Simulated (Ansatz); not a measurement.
Match the barriers

Saddle point of GeH6Se, singlet (GeH₄ + H₂Se → GeH₄Se ([GeH3][SeH]) + H₂; bonds formed: Ge1–Se7, H2–H6; bonds broken: Ge1–H2, H6–Se7), PBE0-D4/def2-TZVP structure:

Ge1  (-0.726, 0.436, -0.293)
H2  (0.309, -0.822, -1.125)
H3  (-1.903, -0.445, 0.115)
H4  (-0.478, 1.697, 0.551)
H5  (-0.876, 0.949, -1.751)
H6  (0.659, -1.023, -0.269)
Se7  (0.967, -0.861, 1.563)
H8  (2.047, 0.070, 1.210)
(Å)

Computed with Ansatz 0.2.0 (basis: def2-TZVPP, with def2-QZVPP for the basis limit); correlated methods freeze the cores. Filled d shells of the heavier atoms are correlated. The def2 sets are not built for correlating such inner shells, so the correlated values are less sure here. Extrapolation: Hartree–Fock as exp(−7.88 √X), correlation as X^−2.97. Four methods, as single points on the PBE0-D4 structures, gave these electronic barriers from the start structure: 193.5, 200.0, 235.1, 288.2 kJ/mol.

Task: The methods were, in alphabetical order, BHLYP-D4, BLYP-D4, HF, PBE0-D4. Which gave which? (Judge from chemistry; the calculation decides.)

Result: Computed: BLYP-D4 193.5; PBE0-D4 200.0; BHLYP-D4 235.1; HF 288.2 kJ/mol. For comparison, CCSD(T) at an estimated basis limit (MP2 extrapolated from triple and quadruple zeta, plus CCSD(T) − MP2 in triple zeta) gives 226.1 kJ/mol.

The T1 diagnostic stays at or below 0.014.

Labels in which every atom is bracketed show which atoms are joined, not bond orders.

For scale, one of the runs: CCSD(T)/def2-TZVPP, 180 basis functions, launched by `ansatz run in.yaml --threads 4 --pin off --events-out ev --progress --plain --max-ram 9574MiB`. The run took 45 s on 4 CPU threads of an Arm Neoverse V1 (shared host), with 1.7 GiB of host memory at its peak.
